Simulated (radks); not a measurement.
Results of a calculation; reference values are marked as such.
The dysprosium ion Dy+ inside a hard spherical wall (all orbitals vanish at R), configuration held at [Xe] 4f10 6s1 and not refilled when levels cross. Level of theory: scalar-relativistic Kohn-Sham, PBE, spin-polarised, spherical densities, finite nucleus; open shells are filled with parallel spins first (spin-orbit coupling, left out, can overturn this in heavy ions); Fermi nuclear charge, rms radius 5.2218 fm (a radial shooting solver on a logarithmic mesh with Libxc functionals). Eigenvalues in eV for spin up, with the zero of energy where the potential of the charges vanishes at infinity; a dash marks a level that is unbound or too diffuse for the functional's potential to be trusted. A positive occupied level is held by the wall or, in an anion where self-interaction has pushed it up, behind a barrier. The pressure on the wall is -dE/dV.

R (bohr),E (hartree),kinetic (hartree),e(5s),e(5p),e(4f),e(6s),"e(5d, empty)","e(6p, empty)",pressure (GPa)
free,-12156.0640,13112.302,-56.131,-32.384,-10.737,-9.226,-7.235,-5.722,0
12,-12156.0640,13112.302,-56.129,-32.382,-10.735,-9.225,-7.233,-5.710,0.000394
10,-12156.0637,13112.306,-56.112,-32.366,-10.719,-9.209,-7.217,-5.637,0.00832
7,-12156.0528,13112.385,-55.784,-32.049,-10.392,-8.762,-6.879,-4.511,0.618
6,-12156.0289,13112.514,-55.368,-31.654,-9.968,-7.943,-6.382,-2.910,2.59
5,-12155.9534,13112.862,-54.518,-30.861,-9.064,-5.655,-5.201,0.974,12.2
3,-12154.2519,13120.264,-45.656,-21.740,1.643,28.465,9.554,46.201,830
2.5,-12151.3894,13131.835,-35.598,-10.082,13.566,68.966,26.645,93.704,3560
2,-12142.0741,13165.676,-9.005,21.733,40.366,168.81,69.787,204.58,19400
1.5,-12104.5597,13288.611,84.641,131.25,108.91,459.66,203.37,513.40,156000
